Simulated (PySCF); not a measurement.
Gas-phase reaction: 3 SnCl3 + CCl3 = 3 SnCl4 + C

Method: PySCF energies (xtb for GFN2) plus ideal-gas RRHO corrections (1 bar). † marks an energy on the PBE0/def2-TZVP geometry and frequencies; other levels use their own. Open shells (unrestricted): SnCl3 (multiplicity 2), CCl3 (multiplicity 2), C (multiplicity 3, electronic degeneracy 9); the rest are closed-shell singlets. GFN2 has no spin-polarisation term. Spin-orbit splitting is ignored; it lowers the true energy and changes the entropy of C. Sn: scalar-relativistic def2 core potential, no spin-orbit coupling. SnCl3: computed as isolated molecules; such fragments, hydroxides, amides, oligomers or adducts are transient or little studied in the gas. The harmonic model lacks anharmonicity and excited electronic states, which grow with temperature; levels with a mode under 35 cm⁻¹ are left out. Soft modes under 120 cm⁻¹ make the harmonic entropy rough for SnCl3, SnCl4.

```json
[
 {"level": "GFN2-xTB", "ΔE electronic, kJ": "577", "ΔH°(298 K), kJ": "576", "ΔS°(298 K), J/K": "-89", "ΔG°(2000 K), kJ": "717"},
 {"level": "PBE/def2-SVP", "ΔE electronic, kJ": "131", "ΔH°(298 K), kJ": "130", "ΔS°(298 K), J/K": "-95", "ΔG°(2000 K), kJ": "286"},
 {"level": "PBE/def2-TZVP†", "ΔE electronic, kJ": "119", "ΔH°(298 K), kJ": "117", "ΔS°(298 K), J/K": "-94", "ΔG°(2000 K), kJ": "269"},
 {"level": "PBE0/def2-SVP†", "ΔE electronic, kJ": "60", "ΔH°(298 K), kJ": "59", "ΔS°(298 K), J/K": "-94", "ΔG°(2000 K), kJ": "210"},
 {"level": "ωB97X-V/def2-TZVP†", "ΔE electronic, kJ": "-39", "ΔH°(298 K), kJ": "-40", "ΔS°(298 K), J/K": "-94", "ΔG°(2000 K), kJ": "111"}
]
```
ΔH° is lowest at ωB97X-V/def2-TZVP† and highest at GFN2-xTB. No reference value is set beside these.
